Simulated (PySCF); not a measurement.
Two species compared at the same levels of theory.

First species: C₅H₈N₂Si.
SMILES: `[H]/N=C\C1=CN([SiH3])C=C1`

Second species: C₃H₇ClOSi₂.
Atom-mapped SMILES: `[CH2:1]=[C:2]1[SiH2:3][O:4][Si@@:5]1([CH3:6])[Cl:7]` (hydrogens: H8, H9 on C1; H10, H11 on Si3; H12, H13, H14 on C6)

Levels: wB97X-D/def2-SVPD for dipole moment, HOMO energy, LUMO energy, HOMO–LUMO gap, static isotropic polarisability and electronic spatial extent ⟨r²⟩ about the centre of nuclear charge; TDDFT wB97X-D/def2-SVPD for lowest singlet excitation; TDA wB97X-D/def2-SVPD for lowest triplet excitation (Tamm–Dancoff); GFN2-xTB for rotational constant A and rotational constant C. Geometries: GFN2-xTB. Each species is one conformer at its optimised geometry, gas phase, non-relativistic unless stated. Electronic properties by PySCF.

The conformers computed, where there is a choice (atom-mapped SMILES and torsion angles):
- `[H]/[N:1]=[CH:2]\[c:3]1[cH:4][cH:5][n:6]([SiH3:7])[cH:8]1`: N1–C2–C3–C4 180°

```tsv
property	column X	column Y
dipole moment	4.73 D	2.46 D
HOMO energy	-8.34 eV	-9.51 eV
LUMO energy	0.97 eV	0.70 eV
HOMO–LUMO gap	9.31 eV	10.21 eV
lowest singlet excitation	4.88 eV	5.10 eV
lowest triplet excitation (Tamm–Dancoff)	3.63 eV	4.18 eV
static isotropic polarisability	98.5 au	98.3 au
electronic spatial extent ⟨r²⟩ about the centre of nuclear charge	1381 bohr²	1293 bohr²
rotational constant A	4.474 GHz	1.983 GHz
rotational constant C	0.809 GHz	1.086 GHz
```

Task: Which column belongs to which species?

Result: Column X is the first species and column Y the second. The first has 16 atoms and 66 electrons, the second 14 and 78.

Task: How does each property change from the first species to the second?

Result: dipole moment -2.27 D; HOMO energy -1.17 eV; LUMO energy -0.27 eV; HOMO–LUMO gap +0.90 eV; lowest singlet excitation +0.22 eV; lowest triplet excitation (Tamm–Dancoff) +0.55 eV; static isotropic polarisability -0.2 au; electronic spatial extent ⟨r²⟩ about the centre of nuclear charge -88 bohr²; rotational constant A -2.491 GHz; rotational constant C +0.277 GHz.

On the first: The polarisability is 14.60 Å³ as a volume (1 au = 0.148185 Å³), or 1.49 au for each of the 66 electrons. The vertical singlet–triplet gap S1 − T1 is 1.25 eV (TDDFT singlet less Tamm–Dancoff triplet; S1: HOMO−2→LUMO, weight 0.92; T1: HOMO→LUMO, weight 0.87).

On the second: S1 lies 5.11 eV below the HOMO–LUMO gap; its leading configuration is HOMO→LUMO, weight 0.96.
